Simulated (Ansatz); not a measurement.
SnH₂⁻. The state is a doublet with charge -1. Geometry r2SCAN-D4/def2-TZVP, that of the neutral singlet; atoms count from 1.

Cartesian coordinates in Å:
```
Sn 0.2675 -0.1503 0.7766
H -0.7723 -1.0034 -0.3771
H 0.5048 1.1537 -0.3996
```

In the def2 sets Sn takes a core potential; there is no spin–orbit coupling. The highest occupied level of the charge -1 doublet lies above zero (up to 0.69 eV). By energy differences its removal costs 1.17 eV (vertical, to the charge 0 singlet, at PBE0-D4/def2-TZVPD); a positive level beside a positive removal energy at the same level points to self-interaction error.

Question: Estimate the Mulliken populations from the PBE0/def2-TZVPD orbitals of Ansatz.

Answer: 
```csv
atom,charge (e),spin (α − β)
Sn1,-0.85,1.12
H2,-0.07,-0.06
H3,-0.07,-0.06
```
Mulliken values and Mayer orders depend strongly on the basis. With diffuse functions, as here, like atoms can get unlike values, and bond orders can come out too low or too high.

Question: Where does the spin sit?

Answer: Summed by element: Sn 1.12, H -0.12, of 1 unpaired in all. Largest on single atoms: Sn1 1.12, H2 -0.06, H3 -0.06.
